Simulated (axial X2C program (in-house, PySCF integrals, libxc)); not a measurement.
Potential curves of SnN, with spin–orbit coupling

Computed with an in-house relativistic program for diatomic molecules. Two-component (2c) means X2C with spin–orbit coupling and atomic mean-field two-electron Coulomb and Gaunt terms. Basis: Sn dyall-cv3z [11s12p9d4f1g], N dyall-av3z [7s7p3d2f] (cores contracted in-house); Gaussian nuclei, density fitting, unrestricted open shells. Masses: Sn 119.902 u, N 14.003 u.

State: Ω = 3/2 (⟨Sz⟩ = 0.50, ⟨Lz⟩ = 1.00 at PW91). Energies in eV from the lowest point of each curve. Fits are polynomials in 1 − R0/R over 0.85 to 1.23 times the lowest point R0.

| R (Å) | PW91 |
| --- | --- |
| 1.7113 | 1.1762 |
| 1.7900 | 0.5052 |
| 1.8490 | 0.2134 |
| 1.9080 | 0.0559 |
| 1.9670 | 0.0000 |
| 2.0358 | 0.0287 |
| 2.1047 | 0.1278 |
| 2.1932 | 0.3185 |
| 2.3014 | 0.5983 |
| 2.4588 | 1.0211 |

The state is a single determinant with fixed occupations, the lowest that a limited PBE0 search found. Density functionals use the spin component along the axis (collinear). Other states lie close and PBE0, whose exact exchange favours high spin, may order them wrongly; the determinant shown need not be the ground state. The nearest other 2c determinant of the search, Ω = 1/2, lies 0.15 eV up at the distance of the search. The functionals have no current-density term, which raises determinants with orbital currents, atoms included. At some level and bond length an empty orbital lies below a filled one. The determinant is spin-polarised beyond a pure state at some levels (its spin-free form has ⟨S²⟩ too high), which makes Re and μ there less reliable.

Question: Fit the PW91 curve near its minimum: give the equilibrium distance and the harmonic wavenumber.

Answer: At PW91, 2c: Re = 1.979 Å, ωe ≈ 663 cm⁻¹; Be follows as 0.343 cm⁻¹.
